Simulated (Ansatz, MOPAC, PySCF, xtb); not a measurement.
Dissociation curve of SeMg, lowest triplet found (which spin is the ground state isn't settled by this scan).

Computed with: PM6, unrestricted, heats of formation (MOPAC); UKS-B3LYP/6-31G* = unrestricted B3LYP/6-31G*, spherical d (PySCF); GFN1-xTB (xtb); UHF/cc-pVDZ (Ansatz, a program for electronic structure); ROMP2 = MP2 on ROHF/cc-pVDZ, cores with 3d frozen in Ansatz.

Energies are in kcal/mol, each relative to the lowest point of its own curve between 2.02 and 3.08 Å, where full CI is lowest.

```csv
R / Å,PM6,UKS-B3LYP/6-31G*,GFN1-xTB,UHF,ROMP2
1.86,132.0,75.3,95.7,78.8,78.8
2.02,___,33.2,35.1,34.4,34.4
2.18,30.7,11.7,11.2,11.8,11.7
2.27,___,5.3,5.1,5.2,5.1
2.36,9.0,1.7,1.9,1.5,1.4
2.50,1.8,0.0,___,0.0,0.0
2.54,0.9,0.1,0.0,0.2,0.3
2.66,0.0,1.5,0.6,2.2,2.4
2.74,0.7,3.2,1.5,4.2,4.5
2.84,2.5,5.6,3.0,7.2,7.8
2.93,4.6,8.0,4.6,10.2,11.1
3.08,8.6,12.2,7.6,15.1,16.8
3.31,14.6,18.0,12.2,20.9,___
3.49,___,21.9,15.3,23.7,28.4
3.80,22.4,26.7,19.3,26.1,___
4.16,24.3,30.3,22.4,26.9,31.2
4.64,24.9,32.8,—,27.1,31.6
```

What belongs in the gaps?


- 2.02, PM6: 68.2
- 2.27, PM6: 17.7
- 2.50, GFN1-xTB: 0.1
- 3.31, ROMP2: 25.3
- 3.49, PM6: 18.3
- 3.80, ROMP2: 30.4

A dash means that the run gave no value there, or that the column was ended at a point which the program doubted or which failed a test of continuity chosen for this set; such a test can also cut sound points.

The scan ran from 1.86 to 8.81 Å; beyond the distances shown full CI changes its symmetry label. The unrestricted determinant behind UHF is spin-contaminated at 3.31 to 3.80 Å (<S²> up to 2.2, against 2.00 for a pure triplet). The T1 diagnostic of CCSD on the restricted reference of ROMP2 exceeds 0.045 at 2.93 to 3.49 Å.
